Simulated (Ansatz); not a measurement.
Job for Ansatz (a quantum-chemistry and plane-wave program): R-CCSD(T)/cc-pV(D+d)Z on AlClH2 (SMILES [AlH2][Cl]), a point of a bond scan (R = 1.569 Å). Files ending in .json are basis or fitting sets from the Basis Set Exchange.

Ansatz 0.2 input:
```yaml
crystal:
  periodic: [false, false, false]
  atoms:
    - {symbol: Al, position_ang: [-0.00485882, -0.35109449, -1.01440583]}
    - {symbol: H, position_ang: [-1.39252015, -0.45489745, -1.73978610]}
    - {symbol: H, position_ang: [1.37623290, -0.72200504, -1.66059972]}
    - {symbol: Cl, position_ang: [0.00467364, 0.33771358, 0.97574480]}
basis:
  gaussian:
    orbitals: cc-pV_D+d_Z.json
    pivot_positions_ang: [[-0.00485882, -0.35109449, -1.01440583], [-1.39252015, -0.45489745, -1.73978610], [1.37623290, -0.72200504, -1.66059972], [0.00467364, 0.33771358, 0.97574480]]
magnetization: {spin_polarized: false}
correlation: {method: ccsd_t, electrons: outside_noble_gas}
scf: {lower_state_search: off}
output: {orbitals: {seedname: ./end}}
```

It printed:

```
WARN ansatz: RAYON_NUM_THREADS=1 ignored (pool sized by the plan → 1); use --threads N
Functional definition: HF
these checks for a lower state are left out or cut short: stability, starts, cluster_reference, orbital_swaps, neighbouring_geometries, increment
integrals: 0.03 GiB planned
625 factors; integrals over basis functions are off by at most 2.6e-4 eV
mean field: 0.10 GiB planned
mean field evaluation 1: about -19119.3522 eV, gradient 1.3e1 eV
mean field evaluation 2: about -19119.3527 eV, gradient 1.3e1 eV
mean field evaluation 4: about -19120.0468 eV, gradient 1.1e0 eV
mean field evaluation 8: about -19120.0533 eV, gradient 4.7e-6 eV
mean field -19120.05328205 eV, -702.6489980776 hartree, gradient 1.8e-6 eV, S^2 0.000000; 0 other end points of the search recorded, 0 dependent functions left out
10 core orbitals not correlated
reference -19120.05328205 eV, -702.6489980776 hartree; 6, 6 occupied and 40, 40 virtual orbitals, 625 factors
second order -5.55871316 eV of doubles, -0.00000000 eV of singles
coupled cluster: 0.09 GiB planned
cycle   1  -6.15557316 eV  change   -6.0e-1 eV  update   5.6e-2
cycle   2  -6.35054518 eV  change   -1.9e-1 eV  update   1.8e-2
cycle   3  -6.36796901 eV  change   -1.7e-2 eV  update   6.4e-3
cycle   4  -6.36621353 eV  change    1.8e-3 eV  update   2.3e-3
cycle   5  -6.36572956 eV  change    4.8e-4 eV  update   6.1e-4
cycle   6  -6.36572166 eV  change    7.9e-6 eV  update   2.0e-4
cycle   7  -6.36573525 eV  change   -1.4e-5 eV  update   6.0e-5
cycle   8  -6.36574378 eV  change   -8.5e-6 eV  update   1.6e-5
cycle   9  -6.36574300 eV  change    7.8e-7 eV  update   4.7e-6
perturbative correction -0.12247441 eV, -0.0045008517 hartree
Total energy: -19126.54149946 eV, -702.8874356697 hartree
Checks for a lower state left out: stability, starts, cluster_reference, orbital_swaps, neighbouring_geometries, increment
```

The calculation finished and met its thresholds.

Cost: around 1.2 core-seconds (rough).
